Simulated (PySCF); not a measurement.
MoOF₃, SMILES [O]=[Mo+]([F])([F])[F], charge +1, multiplicity 1. Coordinates come from a PBE-D3(BJ)/def2-SVP optimisation. The multiplicity is an assumed one; other spin states were not compared. The isomer is the one that the SMILES or the coordinates give; other isomers of the formula were not compared. The def2 effective core potentials stand for the cores of Mo; spin–orbit coupling is left out.

These are PySCF with PBE-D3(BJ)/def2-SVP values and carry that method's errors.

Harmonic wavenumbers (cm⁻¹): 182, 182, 219, 293, 293, 757, 807, 807, 1090. Rotational constants (GHz): 3.561, 3.561, 2.997; symmetry number 3.

Work out the zero-point energy and the ideal-gas rigid-rotor harmonic-oscillator thermochemistry at 298.15 K and 1 atm.

ZPE = ½ Σ hcν = ½ × 4630 cm⁻¹ = 27.70 kJ/mol. H − E(el) = 45.06 kJ/mol. Entropy in J/(mol K): translation 172.72, rotation 101.91, vibration 42.72, total 317.34. G − E(el) = -49.55 kJ/mol. Cp = 80.14 J/(mol K).
